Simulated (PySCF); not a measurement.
## Bond curve of BiTe

Set-up: Bi cc-pVDZ-PP with ECP60, Te cc-pVDZ-PP with ECP28; scalar-relativistic core potentials (PySCF 2.14). Energies in eV from Bi + Te in their ground configurations at the same level. All curves are PBE0. state 1: ²Π (doublet), unpaired electrons π ↑; state 2: ⁴Π (quartet), unpaired electrons π ↑↑↑, a second solution, started from another occupation; state 3: Ms = 0.5 determinant of mixed spin (⟨S²⟩ near 1.8), unpaired electrons π ↑↑↓, a mixture of terms (⟨Lz²⟩ = 3.0), a second solution, started from another occupation; state 4: sextet, unpaired electrons σ ↑, π ↑↑↑↑, a second solution, started from another occupation.

| R (Å) | state 1 | state 2 | state 3 | state 4 |
| --- | --- | --- | --- | --- |
| 2.271 | -0.862 | 1.612 | 1.956 | 7.9693 |
| 2.377 | -1.745 | 0.295 | 0.640 | 5.9254 |
| 2.482 | -2.207 | -0.563 | -0.218 | 4.3894 |
| 2.562 | -2.358 | -0.988 | -0.642 | 3.4915 |
| 2.641 | -2.390 | -1.270 | -0.924 | 2.7672 |
| 2.720 | -2.341 | -1.443 | -1.097 | 2.1826 |
| 2.826 | -2.207 | -1.545 | -1.199 | 1.5755 |
| 2.958 | -1.981 | -1.530 | -1.184 | 1.0288 |
| 3.116 | -1.677 | -1.380 | -1.034 | 0.5932 |
| 3.328 | -1.270 | -1.067 | -0.722 | 0.2553 |

Question: Put a parabola through the three lowest points of the state 2 curve and estimate Re, k and ωe (reduced mass 80.11 u; 1 eV/Å² = 0.16022 mdyn/Å; ωe = 1302.8·√(k/μ) cm⁻¹).

Answer: Through R = 2.72, 2.826, 2.958 Å the second-order coefficient is 4.52 eV/Å², so Re ≈ 2.879 Å, k ≈ 1.45 mdyn/Å and ωe ≈ 175 cm⁻¹. A polynomial fit of higher order to the unrounded PBE0 energies gives Re = 2.874 Å, k = 1.26 mdyn/Å, ωe = 164 cm⁻¹; anharmonicity and rounding make the difference.

The higher-order fit for each curve: state 2: Re = 2.874 Å, ωe = 164 cm⁻¹, minimum 1.56 eV below the ground-state fragments; state 3: Re = 2.874 Å, ωe = 163 cm⁻¹, minimum 1.21 eV below the ground-state fragments. State 1 gave no clean fit. State 4 gave no clean fit.

⟨S²⟩ of the unrestricted solution departs from its pure value on part of the curve, where spin states mix. Spin–orbit coupling is left out, which matters for elements this heavy, above all for dissociation energies. The state was picked by a PBE0 search and need not be the measured ground state.
